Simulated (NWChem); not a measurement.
System: C3H8Si; SMILES [SiH3]C1CC1

Here is an NWChem input.

```
start job
memory heap 200 mb stack 900 mb global 1100 mb
geometry units angstroms noautosym nocenter noautoz
  Si     0.051337    -1.427986     0.000000
  C     -0.571104     0.332377     0.000000
  C      0.173338     1.413364    -0.746501
  C      0.173338     1.413364     0.746501
  H     -0.415436    -2.172968    -1.211257
  H      1.549013    -1.407211     0.000000
  H     -0.415436    -2.172968     1.211257
  H     -1.662780     0.434543     0.000000
  H     -0.418596     2.172775    -1.264969
  H      1.101230     1.148407    -1.263474
  H      1.101230     1.148407     1.263474
  H     -0.418596     2.172775     1.264969
end
basis spherical
  Si library 6-31g*
  C library 6-31g*
  H library 6-31g*
end
dft
  xc hfexch
  iterations 150
  mulliken
end
task dft energy
esp
  recalculate
  probe 0.07
  range 0.3
  factor 1.0
  spacing 0.02
end
task esp
```

Parts of the log:

```
             Northwest Computational Chemistry Package (NWChem) 7.3.0
             --------------------------------------------------------

                             Geometry "geometry" -> ""
                             -------------------------

 Output coordinates in angstroms (scale by  1.889725989 to convert to a.u.)

  No.       Tag          Charge          X              Y              Z
 ---- ---------------- ---------- -------------- -------------- --------------
    1 Si                  14.0000     0.05133700    -1.42798600     0.00000000
    2 C                    6.0000    -0.57110400     0.33237700     0.00000000
    3 C                    6.0000     0.17333800     1.41336400    -0.74650100
    4 C                    6.0000     0.17333800     1.41336400     0.74650100
    5 H                    1.0000    -0.41543600    -2.17296800    -1.21125700
    6 H                    1.0000     1.54901300    -1.40721100     0.00000000
    7 H                    1.0000    -0.41543600    -2.17296800     1.21125700
    8 H                    1.0000    -1.66278000     0.43454300     0.00000000
    9 H                    1.0000    -0.41859600     2.17277500    -1.26496900
   10 H                    1.0000     1.10123000     1.14840700    -1.26347400
   11 H                    1.0000     1.10123000     1.14840700     1.26347400
   12 H                    1.0000    -0.41859600     2.17277500     1.26496900

 Effective nuclear repulsion energy (a.u.)     160.7512889882

  xc_inp: hfexch multiplicative factor not found.

                                 NWChem DFT Module
                                 -----------------

 Summary of "ao basis" -> "ao basis" (spherical)
 ------------------------------------------------------------------------------
       Tag                 Description            Shells   Functions and Types
 ---------------- ------------------------------  ------  ---------------------
 Si                          6-31g*                  8       18   4s3p1d
 C                           6-31g*                  6       14   3s2p1d
 H                           6-31g*                  2        2   2s

            General Information
            -------------------
          SCF calculation type: DFT
          Wavefunction type:  closed shell.
          No. of atoms     :    12
          No. of electrons :    40
           Alpha electrons :    20
            Beta electrons :    20
          Charge           :     0
          Spin multiplicity:     1
          Use of symmetry is: off; symmetry adaption is: off
          Maximum number of iterations: 150
          AO basis - number of functions:    76
                     number of shells:    42
          Convergence on energy requested:  1.00D-06
          Convergence on density requested:  1.00D-05
          Convergence on gradient requested:  5.00D-04

              XC Information
              --------------
                     Hartree-Fock (Exact) Exchange  1.000

      Superposition of Atomic Density Guess
      -------------------------------------

 Sum of atomic energies:        -405.78393028

      Non-variational initial energy
      ------------------------------

 Total energy =    -408.371187
 1-e energy   =    -875.002196
 2-e energy   =     305.879720
 HOMO         =      -0.331955
 LUMO         =       0.082984

     ---------------------------------------------
      Total Density - Mulliken Population Analysis
     ---------------------------------------------

[...]

                     NWChem Electrostatic Potential Fit Module
                     -----------------------------------------

 Atom parameters

 Number of atoms is                                   12
 Number of basis functions is                         76

 Grid parameters

 Maximum number of grid points is                  46594
 Number of grid points is                          46593
 Grid range                                     0.300000 nm
 Grid spacing                                   0.020000 nm
 Probe radius                                   0.070000 nm
 Atom radius factor                             1.000000

 Atomic radii

    1    0.100000
    6    0.147000
   14    0.187000
 FASTESP  F
  using M.O. file = ./job.movecs

    Atom              Coordinates                           Charge

                                                  ESP

    1 Si    0.005134   -0.142799    0.000000    0.504829
    2 C    -0.057110    0.033238    0.000000   -0.154919
    3 C     0.017334    0.141336   -0.074650   -0.172052
    4 C     0.017334    0.141336    0.074650   -0.172662
    5 H    -0.041544   -0.217297   -0.121126   -0.154752
    6 H     0.154901   -0.140721    0.000000   -0.119872
    7 H    -0.041544   -0.217297    0.121126   -0.154315
    8 H    -0.166278    0.043454    0.000000    0.088670
    9 H    -0.041860    0.217278   -0.126497    0.084767
   10 H     0.110123    0.114841   -0.126347    0.083104
   11 H     0.110123    0.114841    0.126347    0.082174
   12 H    -0.041860    0.217278    0.126497    0.085026
                                            ------------
                                               -0.000000

 Dipole moment                                  0.344321

 Quadrupole moment Qxx                          1.844051
                   Qyy                         -1.699923
                   Qzz                         -0.144128

 RMS deviation kJ/mol                           0.064008

 RRMS %                                        69.029893
```

Level: Hartree-Fock/6-31G* (spherical d). Structure relaxed at the PBE0/def2-SVP level.
